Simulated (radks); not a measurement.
Results of a calculation; reference values are marked as such.
Spherical quantum dot in the effective-mass picture: electrons in a hard-walled sphere of radius 11, with a point charge +1 (a donor) at the centre, all in effective atomic units (hartree* = m*/eps^2 hartree, bohr* = eps/m* bohr), one dielectric constant everywhere. Level of theory: non-relativistic Kohn-Sham, exchange-only LDA, spin-polarised, spherical densities (a radial shooting solver with Libxc functionals). Levels are named by radial order and angular momentum (1s, 1p, 1d, 2s, ...), and open shells are averaged over m. Results are scaled to m* = 0.029 and eps = 15.1, for which hartree* = 3.461 meV and bohr* = 27.55 nm. Each electron was tried in the lowest free levels, single moves between levels near the top were tried too, and the lowest total energy was kept; such a search can miss a lower state. The series stops at N = 9: beyond it a trial failed or the search could not be trusted, so later rows were left out. At N = 1 the Hartree and exchange-correlation terms need not cancel, so that row can carry a self-interaction error.

N                        open shells  2S  mu = E(N) - E(N-1) (meV)  addition energy mu(N+1) - mu(N) (meV)  e(HOMO) (meV)  rms radius (nm)
1                   1s(up 1, down 0)   1                   -1.5819                                  1.644       -0.85458            51.53
2                               none   0                  0.061806                                 0.6864        0.31857            91.63
3                   1p(up 1, down 0)   1                   0.74824                                 0.3329        0.90419            146.8
4                   1p(up 2, down 0)   2                    1.0811                                 0.3649         1.2616            169.1
5                   1p(up 3, down 0)   3                    1.4460                                 0.5107         1.6316            181.9
6  1p(up 3, down 0) 1d(up 1, down 0)   4                    1.9567                                 0.3637         2.1381            191.5
7  1p(up 3, down 0) 1d(up 2, down 0)   5                    2.3204                                 0.3655         2.5030            198.3
8  1p(up 3, down 0) 1d(up 3, down 0)   6                    2.6859                                 0.3660         2.8689            203.5
9  1p(up 3, down 0) 1d(up 4, down 0)   7                    3.0518                                      -         3.2348            207.6

All shells are closed at N = 2 (there: 1s2); the second difference of the energy has clear peaks (12 % above both neighbours; the first and last values, which can be the largest, are not judged, and half-filled shells can peak too) at N = 5.
